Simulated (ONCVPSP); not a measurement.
## O: ONCV pseudisation with PBE, fully relativistic reference atom.

oxygen (O), optimised norm-conserving Vanderbilt (ONCV), made with ONCVPSP 4.0.1 (PBE, fully relativistic). Core [He], reference 2s2 2p4. Waves: 2s: rc 0.80 bohr, ncon 3, nbas 6, qcut 7.7 1/bohr, 3 projectors, debl 2.1 Ha; 2p: rc 1.28 bohr, ncon 5, nbas 8, qcut 11.7 1/bohr, 1 projector. Local part: polynomial inside 0.80 bohr (lpopt 5, dvloc0 0 Ha). Core correction: none.

Open shells are filled in proportion to 2j + 1.

All-electron outer shells of the reference configuration (PBE, scalar-relativistic, ld1.x):

```json
{"shell": "1s", "level (eV)": "-514.70", "outermost node (bohr)": "–", "outermost maximum (bohr)": "0.13"}
{"shell": "2s", "level (eV)": "-23.96", "outermost node (bohr)": "0.28", "outermost maximum (bohr)": "0.87"}
{"shell": "2p", "level (eV)": "-9.03", "outermost node (bohr)": "–", "outermost maximum (bohr)": "0.82"}
```

Task: Does the generator finish with these settings?

Result: Yes, a potential is produced and its reference levels are reproduced.

Task: Estimate the cutoffs (Ha) at which the residual kinetic energy of the hardest occupied pseudo-wave falls to 1 and 0.1 mHa per electron.

Result: 64 Ha and 144 Ha.

Task: Does the potential have ghost states?

Result: Ghosts flagged at negative energy: s at -1678.7 eV; no localised positive-energy state flagged. A true bound ghost makes a file unfit for plane-wave use.

Task: Which valence shell sets the plane-wave cutoff?

Result: 2s: 64 Ha for 1 mHa per electron, against 45 Ha for 2p.

Task: Tests: 2s2 2p3; 2s2 2p2; 2s2 2p1; 2s1 2p5. Which has the largest error in its energy relative to the reference configuration, and how large is it?

Result: 2s2 2p1, with +280 meV (all-electron minus pseudo) on +103.89 eV.
